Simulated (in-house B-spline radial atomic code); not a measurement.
Computed with a B-spline radial atomic code. Model: two electrons, singlet ground state, non-relativistic, full CI in B-splines with partial waves to l = 8 (at full coupling up to 3e-4 hartree above the limit, correlation up to 0.6 % small), density held at that of full coupling by Lieb maximisation.

Along the adiabatic connection the electron repulsion is scaled by a coupling λ while a local potential keeps the density fixed. At λ = 0 the system is the Kohn-Sham one and W equals the exchange energy; the exchange-correlation energy is the area under W between 0 and 1. The kinetic energy rises with λ as the electrons avoid each other, with dT/dλ = −λ dW/dλ.

Command:
```bash
python run_ac.py task.json out
```
Settings (lengths in bohr, energies in hartree):
```
potential              coulomb
strength               6
lmax                   8
wall_radius            2
```

Cost of the run: 6.7 s on 1 thread of Intel(R) Xeon(R) Processor @ 2.30GHz, with other jobs on the host.

**W = mean repulsion less Hartree energy, and W of three functionals.**

Given: confinement point charge; nuclear charge 6; hard wall radius 2 bohr; external potential -Z/r.

Computed: LDA exchange minus exact 498.16 millihartree; PBE exchange minus exact 65.509 millihartree.

```tsv
coupling	W xc (hartree)	W xc minus exchange (millihartree)	kinetic minus Kohn-Sham (millihartree)	LDA (PW92) W minus its exchange (millihartree)	PBE W minus its exchange (millihartree)	SCAN W minus its exchange (millihartree)
0	-3.5271	0	0	0	0	0
0.02	-3.529	-1.869	0	-14.88	-1.88	-1.85
0.05	-3.5318	-4.665	0.1	-31.61	-4.71	-4.59
0.12	?	?	?	?	?	?
0.25	-3.5501	-23.021	2.9	-110.6	-23.76	-22.31
0.4	-3.5636	-36.482	7.2	-155.92	-38.01	-35.14
0.6	?	?	?	?	?	?
0.8	-3.5983	-71.16	28	-252.78	-75.3	-67.76
1	-3.615	-87.862	43	-293.36	-93.44	-83.32
1.4	-3.6472	-120.07	81.6	-364.69	-128.58	-113.13
2	-3.6927	-165.58	158.8	-454.87	-178.42	-154.98
3	-3.7619	-234.76	331.1	-576.91	-254.36	-218.28
4.5	-3.8524	-325.3	668.8	-719.98	-353.85	-301.13
7	-3.9757	-448.63	1371.7	-897.81	-490.1	-415.11
10	-4.0907	-563.62	2341.7	-1054.5	-619.06	-523.61
```

**Question.** What belongs in the row 0.12?

**Answer.** W xc (hartree): -3.5383; W xc minus exchange (millihartree): -11.143; kinetic minus Kohn-Sham (millihartree): 0.7; LDA (PW92) W minus its exchange (millihartree): -63.3; PBE W minus its exchange (millihartree): -11.36; SCAN W minus its exchange (millihartree): -10.89.

**Question.** What belongs in the row 0.6?

**Answer.** W xc (hartree): -3.5811; W xc minus exchange (millihartree): -54.038; kinetic minus Kohn-Sham (millihartree): 16; LDA (PW92) W minus its exchange (millihartree): -207.6; PBE W minus its exchange (millihartree): -56.81; SCAN W minus its exchange (millihartree): -51.71.

**Question.** What is the SCAN exchange minus exact?

**Answer.** -4.1802 millihartree.

**Energy parts, natural occupations and partial-wave weights.**

Computed: total energy -32.4060 hartree; exchange energy -3.5271 hartree; correlation energy -0.044856 hartree; kinetic part over minus potential part 0.48947; Hartree energy 7.0542 hartree; Kohn-Sham kinetic 32.363 hartree; Lieb Oxford ratio E_xc over LDA exchange 1.1793.

```tsv
natural	occupation of the shell (electrons)
s	1.9985
p	?
s	0.0005627
d	4.6298e-05
p	3.2488e-05
s	1.3058e-05
```

**Question.** What belongs in the row p?

**Answer.** occupation of the shell (electrons): 0.00085972.

```csv
wave,weight
s,0.99952
p,0.00044779
d,2.6032e-05
f,?
g,9.1518e-07
```

**Question.** What belongs in the row f?

**Answer.** weight: 3.8407e-06.

**Question.** What is the kinetic part of the DFT correlation energy?

**Answer.** 0.043006 hartree.

**Question.** What is the initial slope twice GL2?

**Answer.** -0.093572 hartree.

Half-way to full coupling W has made 52 % of its drop, against 50 % for a straight line, and second-order (GL2) theory, half the initial slope, overshoots the correlation energy by about 4 %: correlation is weak here. Over couplings 0 to 1 the errors in E_xc come to about +371 millihartree for LDA, +63 millihartree for PBE, -2.2 millihartree for SCAN, so SCAN is nearest. In LDA and PBE and SCAN the errors of exchange and correlation have opposite signs, so the sum is smaller than the larger of the two.
